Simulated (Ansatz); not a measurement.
`OC[SiH2]Cl` + `[NH2][GeH3]` → `Cl[SiH2][NH][GeH3]` + CH₃OH at 400 K and 1 bar (ligand exchange at the Si–C bond).

Computed with Ansatz on PBE0-D4/def2-TZVP structures; ΔE is electronic, products minus reactants. CCSD(T)/CBS is the MP2 limit (def2-TZVPP, def2-QZVPP) plus CCSD(T) − MP2 in def2-TZVPP, frozen cores. This one scheme is used for every species. For Ge outer-core shells are correlated without core-valence functions, which leaves a few kJ/mol of doubt a bond. Scalar relativity is left out up to krypton. Each species was taken in one conformer, which may not be the lowest.

```json
{"species": "`OC[SiH2]Cl`", "CCSD(T)/CBS energy (Eh)": "-865.12709", "H − E (kJ/mol)": "188.0", "S (J/(mol·K))": "352.8"}
{"species": "`[NH2][GeH3]`", "CCSD(T)/CBS energy (Eh)": "-2133.81884", "H − E (kJ/mol)": "149.5", "S (J/(mol·K))": "296.9"}
{"species": "`Cl[SiH2][NH][GeH3]`", "CCSD(T)/CBS energy (Eh)": "-2883.36260", "H − E (kJ/mol)": "188.3", "S (J/(mol·K))": "403.0"}
{"species": "CH₃OH", "CCSD(T)/CBS energy (Eh)": "-115.61712", "H − E (kJ/mol)": "151.2", "S (J/(mol·K))": "252.6"}
```

H − E and S are ideal-gas, rigid-rotor, harmonic terms from PBE0-D4/def2-TZVP, for one conformer and one mirror image of each species. 1 Eh = 2625.50 kJ/mol, R = 8.31446 J/(mol·K).

Q: By hand: ΔE, ΔH, ΔS and ΔG.

A: ΔE = (-2883.36260) + (-115.61712) − (-865.12709) − (-2133.81884) = -0.03379 Eh = -88.7 kJ/mol. Δ(H − E) = 188.3 + 151.2 − 188.0 − 149.5 = 2.0, so ΔH = -86.7 kJ/mol. ΔS = 403.0 + 252.6 − 352.8 − 296.9 = 5.9 J/(mol·K). ΔG = -86.7 − 400 × (5.9)/1000 = -89.1 kJ/mol.

Q: By hand: the equilibrium constant, and the temperature at which ΔG would vanish if ΔH and ΔS stayed fixed.

A: log₁₀ K = −ΔG/(RT ln 10) = 11.6. ΔH and −TΔS have one sign here, so there is no such temperature. One of them is within its doubt of zero, so this could turn.

The number of gas molecules stays the same, so ΔS is small and ΔH decides. A doubt of 5 kJ/mol in ΔE shifts log₁₀ K by 0.7 here. Other conformers and mirror images would add mixing entropy, several J/(mol·K) or more a flexible species. Modes under 60 cm⁻¹, often nearly free rotors, make the harmonic entropy too high. These are equilibria of isolated gas molecules and say nothing of rates. Largest T1 diagnostic: 0.011 (customary marks: 0.02 for closed shells, 0.045 for open ones).
